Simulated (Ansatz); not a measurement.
Ansatz (a quantum-chemistry and plane-wave program) input (CCSD(T)/cc-pV(D+d)Z):
A basis named .json is the Basis Set Exchange file of that set.

Ansatz 0.2 input:
```yaml
crystal:
  periodic: [false, false, false]
  atoms:
    - {symbol: Si, position_ang: [-0.66022217, -0.36529988, -0.01831391]}
    - {symbol: F, position_ang: [-1.33033620, 1.07960417, -0.10893525]}
    - {symbol: Cl, position_ang: [1.37319119, -0.14594638, 0.07402386]}
    - {symbol: H, position_ang: [-1.00303459, -1.10929614, -1.23886054]}
    - {symbol: H, position_ang: [-1.12507936, -1.01185463, 1.21726677]}
basis:
  gaussian:
    orbitals: cc-pV_D+d_Z.json
magnetization: {spin_polarized: false}
correlation: {method: ccsd_t, electrons: outside_noble_gas}
```

Output:

```
Functional definition: HF
integrals: 0.05 GiB planned
709 factors; integrals over basis functions are off by at most 9.0e-4 eV
mean field: 0.20 GiB planned
mean field evaluation 1: about -23105.2573 eV, gradient 2.6e1 eV
mean field evaluation 2: about -23105.2832 eV, gradient 2.6e1 eV
mean field evaluation 4: about -23106.7535 eV, gradient 1.8e0 eV
mean field evaluation 8: about -23106.7692 eV, gradient 1.1e-1 eV
mean field evaluation 16: about -23106.3629 eV, gradient 1.5e1 eV
mean field -23106.76929075 eV, -849.1581091043 hartree, gradient 1.2e-6 eV, S^2 0.000000; 0 other end points of the search recorded, 0 dependent functions left out
11 core orbitals not correlated
reference -23106.76929075 eV, -849.1581091043 hartree; 10, 10 occupied and 49, 49 virtual orbitals, 709 factors
second order -11.49439911 eV of doubles, -0.00000000 eV of singles
coupled cluster: 0.14 GiB planned
cycle   1  -11.97515952 eV  change   -4.8e-1 eV  update   7.5e-2
cycle   2  -12.24345385 eV  change   -2.7e-1 eV  update   2.1e-2
cycle   3  -12.30942237 eV  change   -6.6e-2 eV  update   1.1e-2
cycle   4  -12.30643893 eV  change    3.0e-3 eV  update   2.1e-3
cycle   5  -12.30544427 eV  change    9.9e-4 eV  update   7.6e-4
cycle   6  -12.30550368 eV  change   -5.9e-5 eV  update   2.2e-4
cycle   7  -12.30543184 eV  change    7.2e-5 eV  update   6.5e-5
cycle   8  -12.30542167 eV  change    1.0e-5 eV  update   1.9e-5
perturbative correction -0.23051345 eV, -0.0084712130 hartree
Total energy: -23119.30522587 eV, -849.6187962230 hartree
```
